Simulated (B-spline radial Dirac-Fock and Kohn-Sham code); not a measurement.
X-ray form factors of neon in several charge states

These are calculated numbers from a radial finite-basis atomic code; the model is Dirac-Fock orbitals of the configuration average with a finite nucleus.

Configurations: Ne [He] 2s2 2p6; Ne⁺ [He] 2s2 2p5; Ne²⁺ [He] 2s2 2p4; Ne³⁺ [He] 2s2 2p3; Ne⁴⁺ [He] 2s2 2p2; Ne⁸⁺ 1s2. The first column is f₀ of Ne, the others are differences from it.

```
s (Å⁻¹)      Ne   Δ Ne⁺  Δ Ne²⁺  Δ Ne³⁺  Δ Ne⁴⁺  Δ Ne⁸⁺
      0  10.000  -1.000  -2.000  -3.000  -4.000  -8.000
    0.1   9.351  -0.827  -1.704  -2.613  -3.542  -7.356
    0.2   7.805  -0.478  -1.078  -1.764  -2.513  -5.824
    0.3   6.079  -0.198  -0.525  -0.963  -1.494  -4.122
    0.4   4.617  -0.053  -0.197  -0.440  -0.776  -2.691
    0.5   3.535  +0.002  -0.049  -0.168  -0.363  -1.649
    0.7   2.295  +0.012  +0.013  -0.009  -0.064  -0.510
    0.9   1.757  +0.004  +0.006  +0.003  -0.010  -0.094
    1.1   1.502  +0.001  +0.002  +0.004  +0.003  +0.025
    1.4   1.280  +0.002  +0.004  +0.009  +0.015  +0.035
```
